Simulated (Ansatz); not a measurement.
Ansatz (a first-principles code) input (CCSD(T)/def2-SVPD):

Ansatz 0.2 input:
```yaml
crystal:
  periodic: [false, false, false]
  atoms:
    - {symbol: Sn, position_ang: [-0.00583426, 0.00539243, 0.72574057]}
    - {symbol: Br, position_ang: [1.12083403, 1.80478161, -0.52284777]}
    - {symbol: Br, position_ang: [-1.11249936, -1.81248508, -0.51392447]}
basis:
  gaussian:
    orbitals: def2-SVPD
total_charge: 1
magnetization: {spin_polarized: true, initial_magnetization: 1}
correlation: {method: ccsd_t, electrons: outside_noble_gas}
output: {forces: true}
```

End of the output:

```
cycle   6  -8.77436472 eV  change   -3.7e-4 eV  update   4.0e-4
cycle   7  -8.77431907 eV  change    4.6e-5 eV  update   1.3e-4
cycle   8  -8.77430726 eV  change    1.2e-5 eV  update   6.1e-5
cycle   9  -8.77428667 eV  change    2.1e-5 eV  update   2.2e-5
cycle  10  -8.77428590 eV  change    7.7e-7 eV  update   8.7e-6
cycle  11  -8.77428562 eV  change    2.8e-7 eV  update   3.0e-6
cycle  12  -8.77428551 eV  change    1.0e-7 eV  update   1.3e-6
cycle  13  -8.77428548 eV  change    3.4e-8 eV  update   4.8e-7
perturbative correction -0.33781592 eV, -0.0124145061 hartree
the calculation of the forces begins
Total energy: -145790.10528995 eV, -5357.6875493231 hartree
Atom 0 at    -0.005834     0.005392     0.725741 Å, force    -0.001099     0.001015     0.136656 eV/Å
Atom 1 at     1.120834     1.804782    -0.522848 Å, force     0.092213     0.147958    -0.068694 eV/Å
Atom 2 at    -1.112499    -1.812485    -0.513924 Å, force    -0.091115    -0.148974    -0.067962 eV/Å
Dipole moment:    -0.004007     0.003703     0.498415 e Å
```
